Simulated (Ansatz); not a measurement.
A structure relaxed at PBE0-D4/def2-TZVP, charge 0, multiplicity 1:

```json
{"atom": "O1", "x (Å)": "-0.623", "y (Å)": "2.185", "z (Å)": "-0.343"}
{"atom": "Si2", "x (Å)": "0.465", "y (Å)": "1.283", "z (Å)": "-1.167"}
{"atom": "N3", "x (Å)": "0.445", "y (Å)": "-0.328", "z (Å)": "-0.527"}
{"atom": "Si4", "x (Å)": "-0.157", "y (Å)": "-0.881", "z (Å)": "0.946"}
{"atom": "O5", "x (Å)": "-0.206", "y (Å)": "-2.497", "z (Å)": "0.887"}
{"atom": "F6", "x (Å)": "-1.598", "y (Å)": "-0.264", "z (Å)": "1.209"}
{"atom": "F7", "x (Å)": "0.681", "y (Å)": "-0.414", "z (Å)": "2.207"}
{"atom": "H8", "x (Å)": "-1.500", "y (Å)": "1.823", "z (Å)": "-0.201"}
{"atom": "H9", "x (Å)": "0.177", "y (Å)": "1.169", "z (Å)": "-2.622"}
{"atom": "H10", "x (Å)": "1.759", "y (Å)": "1.973", "z (Å)": "-0.970"}
{"atom": "H11", "x (Å)": "0.815", "y (Å)": "-1.055", "z (Å)": "-1.124"}
{"atom": "H12", "x (Å)": "-0.259", "y (Å)": "-2.993", "z (Å)": "1.705"}
```

Question: Give its formula and SMILES.

Answer: F2H5NO2Si2, `O[SiH2]N[Si](O)(F)F`.

Question: Summarise the bond lengths by kind.

Answer: 2 × O–Si 1.618 to 1.636 Å; 2 × H–O 0.958 to 0.959 Å; 2 × N–Si 1.685 to 1.733 Å; 2 × H–Si 1.480 to 1.487 Å; 1 × H–N 1.011 Å; 2 × F–Si 1.585 to 1.590 Å.

Program: Ansatz 0.2.0.
